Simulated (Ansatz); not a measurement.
A structure relaxed at PBE-D4/def2-SVP in Ansatz, charge 1, multiplicity 12:

Cartesian coordinates in Å:
```
Co 0.864 0.535 -1.742
Co 0.175 -1.658 1.132
Co -0.642 -0.790 -0.757
Co 1.165 0.226 0.450
Co -0.571 1.514 -0.421
Co -0.990 0.173 1.339
```

Task: Give its formula and point group.

Result: the cluster Co₆⁺. Point group C2v (tolerance 0.1 Å).

Task: Summarise the bond lengths by kind (pairs closer than 1.2 times the sum of covalent radii, bridged metal pairs left out).

Result: 12 × Co–Co 2.18 to 2.40 Å.

The charge 1 multiplicity 12 is spin-contaminated (final ⟨S²⟩ up to 36.09, 35.75 for a pure state). An occupied level of the charge 1 multiplicity 12 lies above an empty one of the other spin, so a lower spin may lie lower. The gap within one spin of the charge 1 multiplicity 12 nearly closes, so an electron or hole may be smeared out by delocalisation error. The relaxation made no stability test and no search for a lower SCF solution. No other spin state of charge 1 was run. Another isomer (multiplicity 12) lies 0.11 eV lower at PBE0-D4/def2-SVP; other spin states weren't run for this one.
